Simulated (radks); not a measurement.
The numbers below are computed, except where a source is named.
Cd0.3+, 47.7 electrons, occupied as [Kr] 4d(up 5, down 4.7) 5s2 (fractional occupations, a model configuration). Level of theory: scalar-relativistic Kohn-Sham, r2SCAN, spin-polarised, spherical densities, finite nucleus; meta-GGA in the generalised Kohn-Sham scheme; Fermi nuclear charge, rms radius 4.6087 fm (a radial shooting solver on a logarithmic mesh with Libxc functionals).

Normalised radial functions P(r) = r R(r), r in bohr:

r           4p up    4d up
0.001606   0.0019   0.0000
0.002142   0.0032   0.0000
0.002857   0.0053   0.0000
0.003811   0.0088   0.0001
0.005083   0.0147   0.0002
0.006779   0.0242   0.0003
0.009042   0.0397   0.0008
0.01206    0.0639   0.0017
0.01609    0.1006   0.0037
0.02145    0.1536   0.0080
0.02861    0.2241   0.0168
0.03816    0.3069   0.0341
0.0509     0.3834   0.0664
0.06789    0.4149   0.1219
0.09055    0.3458   0.2076
0.1217     0.1217   0.3238
0.1624    -0.2237   0.4361
0.2166    -0.5487   0.4862
0.2888    -0.6104   0.3930
0.3853    -0.2414   0.1060
0.5138     0.4374  -0.3251
0.6853     1.0255  -0.7408
0.9141     1.1529  -0.9491
1.219      0.8410  -0.8838
1.626      0.4209  -0.6468
2.169      0.1422  -0.3835
2.893      0.0308  -0.1837
3.858      0.0040  -0.0686
5.146      0.0003  -0.0186
6.863      0.0000  -0.0033
9.154      0.0000  -0.0003

4p up: eigenvalue -73.122 eV, 2 radial nodes at r = 0.136, 0.430 bohr, <r> = 0.961 bohr, 90 % of the charge inside 1.42 bohr. 4d up: eigenvalue -15.997 eV, 1 radial node at r = 0.416 bohr, <r> = 1.26 bohr, 90 % of the charge inside 2.01 bohr.
